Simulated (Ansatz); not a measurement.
Results of the Gaussian-basis code of Ansatz.

C2H6FNO2W (`C[N](C)[W](=[O])(=[O])[F]`) at its PBE0-D4/def2-TZVP geometry, where that method's forces vanish. The species carries charge 0 and has multiplicity 1. W: def2 effective core potential.

```json
{"atom": "C1", "x (Å)": "-0.5075", "y (Å)": "-0.7420", "z (Å)": "-1.2332"}
{"atom": "N2", "x (Å)": "-0.0048", "y (Å)": "0.0522", "z (Å)": "-0.1270"}
{"atom": "C3", "x (Å)": "0.9384", "y (Å)": "1.0772", "z (Å)": "-0.5359"}
{"atom": "W4", "x (Å)": "-0.4083", "y (Å)": "-0.3310", "z (Å)": "1.7108"}
{"atom": "O5", "x (Å)": "0.9593", "y (Å)": "0.1063", "z (Å)": "2.6360"}
{"atom": "O6", "x (Å)": "-0.7215", "y (Å)": "-2.0061", "z (Å)": "1.8264"}
{"atom": "F7", "x (Å)": "-1.9061", "y (Å)": "0.6527", "z (Å)": "2.2542"}
{"atom": "H8", "x (Å)": "-1.0692", "y (Å)": "-0.1096", "z (Å)": "-1.9294"}
{"atom": "H9", "x (Å)": "0.3242", "y (Å)": "-1.2019", "z (Å)": "-1.7792"}
{"atom": "H10", "x (Å)": "-1.1648", "y (Å)": "-1.5345", "z (Å)": "-0.8763"}
{"atom": "H11", "x (Å)": "1.7775", "y (Å)": "0.6265", "z (Å)": "-1.0781"}
{"atom": "H12", "x (Å)": "0.4490", "y (Å)": "1.8005", "z (Å)": "-1.1973"}
{"atom": "H13", "x (Å)": "1.3339", "y (Å)": "1.6097", "z (Å)": "0.3288"}
```

(1) For each bond, give half the difference of the two atoms' forces along it (eV/Å; positive pushes the atoms apart) under PBE-D4, r2SCAN-D4, B3LYP-D4, ωB97M-V in def2-TZVPP. (Estimate.)

Answers

(1) The calculation gave: 
```csv
bond,length (Å),PBE-D4,r2SCAN-D4,B3LYP-D4,ωB97M-V
C1–N2,1.452,-0.01,0.11,0.16,0.27
C1–H8,1.096,0.10,-0.04,-0.08,-0.12
C1–H9,1.096,0.11,-0.04,-0.08,-0.11
C1–H10,1.090,0.09,-0.05,-0.11,-0.08
N2–C3,1.452,-0.01,0.11,0.16,0.27
N2–W4,1.920,-0.08,-0.07,0.00,-0.09
C3–H11,1.096,0.11,-0.04,-0.08,-0.11
C3–H12,1.095,0.10,-0.04,-0.08,-0.12
C3–H13,1.090,0.09,-0.05,-0.11,-0.08
W4–O5,1.708,0.80,0.41,0.31,-0.26
W4–O6,1.708,0.80,0.41,0.31,-0.26
W4–F7,1.873,-0.01,-0.12,0.09,0.15
```

B3LYP here is the variant with VWN-RPA as its local correlation; programs differ in this.
